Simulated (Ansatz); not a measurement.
Cost and result up the ladder for the cluster Si4S4 (8 atoms). Total charge 0; singlet. Geometry: PBE-D4/def2-SVP.

```xyz
8

Si    0.610    2.339    1.126
Si   -0.988   -1.656    0.011
Si   -2.357    0.270   -0.525
Si    1.743   -0.835   -0.897
S    -1.502    1.631    0.947
S    -0.463   -0.468   -1.814
S     2.099    0.973    0.389
S     0.858   -2.253    0.763
```

Ansatz on 4 threads of Intel Xeon 6975P-C on a shared host. Times are rough, and most runs start from the orbitals of an earlier one. No level here is sound enough to serve as a yardstick. Binding counts from free atoms at the same level (Si triplet, S triplet; other spins of the atoms weren't run), without zero-point energy or a counterpoise term.

Correlated methods freeze 40 core orbitals. The rows differ in basis, and correlated rows in double-zeta sets carry the largest basis error. Another isomer (singlet) lies 1.43 eV lower at PBE0-D4/def2-TZVP; other spin states weren't run for this one.

Run but left out: B2PLYP/def2-TZVP, PBE-QIDH/def2-TZVP (restricted singlet, unstable in another Hartree–Fock run and untested here).

Correlated methods converge slowly with the basis, most of all in double-zeta sets.

```
                         level  functions  wall time
PBE-D4/def2-TZVP (with forces)        296      3.5 s
           r2SCAN-D4/def2-TZVP        296        6 s
             PBE0-D4/def2-TZVP        296      7.5 s
              CCSD(T)/def2-SVP        144       10 s
```

Question: Estimate what each level gives for the binding energy per atom (eV).

Answer: 
```json
{"level": "PBE-D4/def2-TZVP (with forces)", "binding energy per atom (eV)": "3.75", "remarks": "restricted SCF unstable in HF"}
{"level": "r2SCAN-D4/def2-TZVP", "binding energy per atom (eV)": "3.59", "remarks": "restricted SCF unstable in HF"}
{"level": "PBE0-D4/def2-TZVP", "binding energy per atom (eV)": "3.58", "remarks": "restricted SCF unstable in HF"}
{"level": "CCSD(T)/def2-SVP", "binding energy per atom (eV)": "2.97", "remarks": "large T1 (0.027), restricted SCF unstable"}
```
